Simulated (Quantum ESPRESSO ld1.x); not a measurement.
Species: the potassium ion K13+. Configuration: [He] 2s2 2p2. Method: Dirac Kohn-Sham, PBE, spin-unpolarised, spherical densities, point nucleus; open shells are shared between the two j in proportion to 2j + 1; computed with ld1.x of Quantum ESPRESSO 7.5.

Radial electron density D(r) = 4 pi r^2 rho(r):

```
   r/bohr * D(r) (the largest magnitude, 21.9, reaches the edge; | marks zero)
 0.005214 |  *
 0.005739 |   *
 0.006317 |    *
 0.006954 |     *
 0.007716 |      *
 0.008494 |       *
 0.009349 |        *
  0.01029 |          *
  0.01133 |            *
  0.01247 |              *
  0.01373 |                *
  0.01523 |                  *
  0.01677 |                     *
  0.01845 |                        *
  0.02031 |                           *
  0.02236 |                               *
  0.02461 |                                  *
  0.02709 |                                      *
  0.03006 |                                          *
  0.03309 |                                             *
  0.03643 |                                                *
   0.0401 |                                                  *
  0.04414 |                                                    *
  0.04859 |                                                      *
  0.05348 |                                                      *
  0.05934 |                                                     *
  0.06532 |                                                    *
   0.0719 |                                                 *
  0.07915 |                                             *
  0.08712 |                                         *
   0.0959 |                                     *
   0.1056 |                                 *
   0.1171 |                             *
   0.1289 |                          *
   0.1419 |                        *
   0.1562 |                       *
    0.172 |                        *
   0.1893 |                         *
   0.2084 |                           *
   0.2312 |                             *
   0.2545 |                              *
   0.2801 |                              *
   0.3084 |                             *
   0.3394 |                           *
   0.3736 |                       *
   0.4113 |                   *
   0.4564 |              *
   0.5024 |          *
    0.553 |      *
   0.6087 |   *
     0.67 | *
   0.7375 |*
   0.8119 |*
   0.9008 *
   0.9916 *
    1.092 *
    1.201 *
```

D(r) has 2 maxima, at r = 0.0526, 0.271 bohr, and minima at 0.157 bohr, inside which lie 2.22 electrons.
